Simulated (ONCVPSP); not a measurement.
## Transferability test, ONCV potential for germanium

```json
{
 "Element": "germanium (Ge)",
 "Generator": "ONCVPSP 4.0.1",
 "Type": "optimised norm-conserving Vanderbilt (ONCV)",
 "Functional": "PBE",
 "Relativity": "fully relativistic",
 "Frozen core": "[Ar] 3d10",
 "Valence charge": "4",
 "Reference configuration": "4s2 4p2",
 "Partial waves": "4s: rc 1.90 bohr, ncon 4, nbas 7, qcut 2.9 1/bohr, local; 4p: rc 2.00 bohr, ncon 4, nbas 8, qcut 3.8 1/bohr, 2 projectors, debl 3.4 Ha",
 "Local potential": "the s channel",
 "Core correction": "polynomial model core, fcfact 0.6"
}
```

Open shells are filled in proportion to 2j + 1.

Energies are relative to the spin-unpolarised reference configuration 4s2 4p2; without spin polarisation the order of configurations can differ from experiment.

| valence configuration | charge | ΔE all-electron (eV) | error AE − PS (meV) |
| --- | --- | --- | --- |
| 4s2 4p1 | +1 | 7.446 | -3.8 |
| 4s2 4p0 | +2 | 22.889 | -33 |
| 4s0 4p4 | 0 | 16.189 | -68 |

(1) What are ΔE and the potential's error for 4s1 4p0?

Levels in the configuration 4s2 4p0:

| level | all-electron (eV) | pseudo (eV) |
| --- | --- | --- |
| 4s j=1/2 | -29.246 | -29.332 |

Answers

(1) ΔE = 57.680 eV all-electron; the error (AE − PS) is -234 meV.
